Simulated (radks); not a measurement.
Task: S III, 14 electrons, occupied as [Ne] 3s2 3p2. Method: Dirac Kohn-Sham, BLYP, spin-unpolarised, spherical densities, finite nucleus; open shells fill j = l - 1/2 first; Fermi nuclear charge, rms radius 3.2611 fm; computed with a radial shooting solver on a logarithmic mesh with Libxc functionals. Some entries of the table are withheld. Estimate them.

| orbital | occ. | eigenvalue (hartree) | <r> (bohr) |
|---|---|---|---|
| 1s1/2 | 2 | (1) | (2) |
| 2s1/2 | 2 | -8.71697 | 0.4788 |
| 2p1/2 | 2 | -6.72999 | (3) |
| 2p3/2 | 4 | -6.68332 | (4) |
| 3s1/2 | 2 | (5) | 1.576 |
| 3p1/2 | 2 | (6) | 1.766 |
| 3p3/2 | 0 | (7) | 1.772 |

Result: 
(1) 1s1/2 eigenvalue (hartree): -89.43182
(2) 1s1/2 <r> (bohr): 0.09687
(3) 2p1/2 <r> (bohr): 0.4403
(4) 2p3/2 <r> (bohr): 0.4426
(5) 3s1/2 eigenvalue (hartree): -1.44108
(6) 3p1/2 eigenvalue (hartree): -1.02518
(7) 3p3/2 eigenvalue (hartree): -1.02087
